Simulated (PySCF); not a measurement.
# A single-point calculation

[Nd(H2O)5]3+ (singlet in the valence; each metal's 4f electrons, 3 of them, lie in its core potential, out of spins and levels). PySCF 2.14.0, RKS r2SCAN, Nd lcecp-1-SVP with ECP49, O def2-SVP, H def2-SVP; non-relativistic Hamiltonian with scalar-relativistic core potentials where named; density fitting; no spin-orbit coupling. Purpose: level r2SCAN.

```python
mol = gto.M(atom='''
Nd    -0.02187     0.00000    -0.00000
O     -0.39704     0.04338     2.38628
H     -0.50494     0.83167     2.97544
H     -0.50561    -0.72086     3.00683
O     -0.39704    -0.04335    -2.38628
H     -0.50501    -0.83163    -2.97544
H     -0.50555     0.72090    -3.00683
O      2.35438    -0.00009     0.00000
H      2.96815     0.00909    -0.77904
H      2.96815    -0.00932     0.77904
O     -0.90811     2.23321    -0.04167
H     -0.41111     3.09101    -0.05638
H     -1.85816     2.51742    -0.05159
O     -0.90829    -2.23314     0.04167
H     -1.85836    -2.51728     0.05159
H     -0.41135    -3.09098     0.05638''',
    basis={'Nd': 'lcecp-1-SVP', 'O': 'def2-SVP', 'H': 'def2-SVP'},
    ecp={'Nd': 'lcecp-1-SVP'},
    charge=3, spin=0)
mf = dft.RKS(mol, xc='R2SCAN')
mf.grids.atom_grid = (75, 302)  # f atoms: unpruned, at least (60, 302)
mf = mf.density_fit()  # fitting sets: Nd AutoAux, O def2-universal-JKFIT, H def2-universal-JKFIT
mf.conv_tol = 1e-08; mf.max_cycle = 55
mf.kernel(dm0)  # dm0: converged density of the relaxed state
mf.nuc_grad_method().kernel()
```

Run from Python with OMP_NUM_THREADS=4; the lines above give its settings. Where DIIS fails, smearing, a level shift and second-order steps follow.
It took 29 s on 4 threads of Arm Neoverse V1 (shared host), from an already converged density.

(1) Where do the frontier levels lie, over both spins?

(2) What does the SCF print?

(3) What are the Mulliken charges and spins?

(4) What forces act on the atoms (eV/Å)?

The geometry was relaxed with BP86 (Nd lcecp-1-SVP with ECP49, O def2-SVP, H def2-SVP).

An lcecp potential fixes the number of 4f electrons, so in runs with it no electron can move into or out of that shell.

Answers

(1) HOMO -21.51 eV, LUMO -14.74 eV. The 4f levels lie in the core potential and are missing.

(2) 
```
init E= -414.718518344242
cycle= 1 E= -414.720907035866  delta_E= -0.00239  |g|= 0.0541  |ddm|= 0.223
cycle= 2 E= -414.719798809092  delta_E= 0.00111  |g|= 0.094  |ddm|= 0.114
cycle= 3 E= -414.721558858541  delta_E= -0.00176  |g|= 0.00395  |ddm|= 0.064
cycle= 4 E= -414.721564223132  delta_E= -5.36e-06  |g|= 0.000477  |ddm|= 0.00677
cycle= 5 E= -414.721564253211  delta_E= -3.01e-08  |g|= 0.000276  |ddm|= 0.000437
cycle= 6 E= -414.721564266214  delta_E= -1.3e-08  |g|= 9.41e-05  |ddm|= 0.000227
cycle= 7 E= -414.721564267891  delta_E= -1.68e-09  |g|= 2e-06  |ddm|= 6.39e-05
Extra cycle  E= -414.721564267891  delta_E= 3.41e-13  |g|= 3.31e-06  |ddm|= 3.3e-06
converged SCF energy = -414.721564267891
```

(3) 
```tsv
atom	charge (e)	spin (e)
Nd1	1.583	0.000
O2	-0.340	0.000
H3	0.310	0.000
H4	0.311	0.000
O5	-0.340	0.000
H6	0.310	0.000
H7	0.311	0.000
O8	-0.342	0.000
H9	0.318	0.000
H10	0.318	0.000
O11	-0.350	0.000
H12	0.315	0.000
H13	0.315	0.000
O14	-0.350	0.000
H15	0.315	0.000
H16	0.315	0.000
```
The spin of the 4f electrons in the core isn't counted.

(4) 
```
Nd   0.00  0.00  0.00
O   -0.08 -0.01  0.41
H    0.04 -0.34 -0.23
H    0.04  0.34 -0.25
O   -0.08  0.01 -0.41
H    0.04  0.34  0.23
H    0.04 -0.34  0.25
O    0.43  0.00  0.00
H   -0.23 -0.01  0.33
H   -0.23  0.01 -0.33
O   -0.16  0.39 -0.01
H   -0.23 -0.34  0.01
H    0.41 -0.10  0.01
O   -0.16 -0.39  0.01
H    0.41  0.10 -0.01
H   -0.23  0.34 -0.01
```
Forces carry noise of the integration grid, about 0.01 to 0.03 eV/Å.
